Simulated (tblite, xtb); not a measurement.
C$_{3}$H$_{7}$Si (SMILES C1C[SiH]C1), doublet, geometry from GFN2-xTB. Base run: GFN1-xTB (xtb).

Geometry (Å):
```xyz
11

C      0.0717    -1.0739     0.7511
C      1.2165    -0.2191     0.1775
Si    -0.0716     0.9736    -0.5950
C     -1.1426    -0.5039    -0.0046
H     -0.0317    -0.9029     1.8228
H      0.2131    -2.1434     0.5913
H      1.8258    -0.7748    -0.5324
H      1.8864     0.1893     0.9324
H     -0.2798     2.2365     0.1275
H     -1.9963    -0.2794     0.6327
H     -1.4885    -1.1749    -0.7883
```
Charge 0, spin multiplicity 2.
All else is at xtb's defaults.
Base energy -11.85706 Eh.

Programs used: tblite, xtb; a row that names a program was run with it.

Variants of this job, named by their change:

| change | ΔE vs base (kJ/mol) | dipole (D) | G_solv (kcal/mol) | SCF cycles |
|---|---|---|---|---|
| base | 0.00 | 0.52 | - | 9 |
| alpb = acetonitrile | -19.29 | 0.60 | -4.63 | 9 |
| acc = 1000 | 0.00 | 0.53 | - | 5 |
| gbsa = chcl3 | -8.29 | 0.60 | -1.99 | 9 |
| program = tblite; method = gfn1; option = (--efield, 0,0,0.1) | -1.06 | - | - | - |
| alpb = ether | -1.35 | 0.61 | -0.35 | 9 |
| etemp = 1000 | 0.00 | 0.52 | - | 9 |
| alpb = water | 1.42 | 0.62 | 0.31 | 9 |
| acc = 0.1 | 0.00 | 0.52 | - | 10 |

ALPB and GBSA are two models with their own fitted parameters for each solvent, which aren't always the measured dielectric constant.
